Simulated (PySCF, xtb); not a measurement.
F₂H₅NSSi₂, SMILES N[SiH2]S[SiH](F)F. The values are those of a single conformer.

Harmonic wavenumbers (cm⁻¹) from GFN2-xTB (xtb) at its own minimum, in rising order: 25, 33, 83, 135, 168, 171, 215, 262, 445, 467, 531, 547, 600, 631, 662, 718, 731, 814, 836, 888, 930, 1504, 2318, 2357, 2477, 3464, 3495.

What does PBE-D3(BJ)/def2-SVP (PySCF) give at its own minimum? (The exact figures need the calculation; the answer reports its results.)

32, 84, 111, 185, 231, 278, 298, 340, 430, 503, 511, 532, 724, 768, 799, 813, 838, 874, 889, 901, 921, 1497, 2198, 2214, 2247, 3473, 3570. Paired by order, the mean absolute difference is 69 cm⁻¹ and the zero-point energies are 36.5 and 37.5 kcal/mol.
